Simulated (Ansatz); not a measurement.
Geometry optimisation, Ansatz, RKS PBE/def2-mTZVP.

input.yaml

```yaml
crystal:
  periodic: [false, false, false]
  atoms:
    - { symbol: Si, position_ang: [-0.9089, 0.596, -0.1703] }
    - { symbol: Br, position_ang: [-1.405, -1.7344, 1.1118] }
    - { symbol: H, position_ang: [-0.5444, 1.8635, -0.8942] }
    - { symbol: H, position_ang: [-1.4255, 1.1333, 1.0829] }
    - { symbol: H, position_ang: [-1.5618, -0.1398, -1.2481] }
    - { symbol: H, position_ang: [0.0938, -0.607, 0.4295] }
    - { symbol: As, position_ang: [1.767, 0.3257, -0.0557] }
    - { symbol: H, position_ang: [2.1799, -0.7542, 0.9096] }
    - { symbol: H, position_ang: [1.8049, -0.6832, -1.1655] }
basis:
  gaussian: { orbitals: def2-mTZVP }
hamiltonian:
  xc: pbe
relax:
  f_tol: 0.15
  max_steps: 25
  restrain:
    - { distance: [0, 6], at: 2.3, k: 30.0 }
    - { distance: [5, 1], at: 1.51, k: 30.0 }
    - { distance: [0, 1], at: 3.61, k: 30.0 }
    - { distance: [5, 6], at: 2.8, k: 30.0 }
```

Launched with:

```bash
$ ansatz run input.yaml --threads 2 --pin off --max-ram 3072MiB --backend cpu --events-out ev --progress --plain --runs-dir out
```

Where does it end, and by what steps?

The run converged. The restraints hold the end off the free minimum. After 8 steps the energy has fallen by 1.599 eV (the restraints' own energy left out); H6 moved furthest, 1.01 Å. Parted: Si1–Br2, Si1–H6. Joined: Br2–H6.

```json
{"step": "0", "energy less start (eV)": "0.0000", "largest force component (eV/Å)": "0.842", "accepted": "yes"}
{"step": "1", "energy less start (eV)": "-0.1696", "largest force component (eV/Å)": "2.079", "accepted": "yes"}
{"step": "2", "energy less start (eV)": "-0.2329", "largest force component (eV/Å)": "3.980", "accepted": "yes"}
{"step": "3", "energy less start (eV)": "-0.6862", "largest force component (eV/Å)": "2.529", "accepted": "yes"}
{"step": "4", "energy less start (eV)": "-1.2234", "largest force component (eV/Å)": "1.219", "accepted": "yes"}
{"step": "5", "energy less start (eV)": "-1.3803", "largest force component (eV/Å)": "0.964", "accepted": "yes"}
{"step": "6", "energy less start (eV)": "-1.5353", "largest force component (eV/Å)": "1.072", "accepted": "yes"}
{"step": "7", "energy less start (eV)": "-1.5806", "largest force component (eV/Å)": "0.876", "accepted": "yes"}
{"step": "8", "energy less start (eV)": "-1.5994", "largest force component (eV/Å)": "0.870", "accepted": "yes"}
```

```xyz
9
Properties=species:S:1:pos:R:3
Si -0.554 0.982 -0.363
Br -1.290 -2.172 1.252
H -0.582 2.230 -1.193
H -1.115 1.296 0.984
H -1.380 -0.048 -1.057
H -0.029 -1.551 0.755
As 1.704 0.463 -0.144
H 1.560 -0.572 0.991
H 1.686 -0.629 -1.225
```

Whether the end is a true minimum wasn't checked by a vibrational analysis.

The run took 19 s on 2 threads of Arm Neoverse V2, on a shared host, peak memory 0.16 GiB.
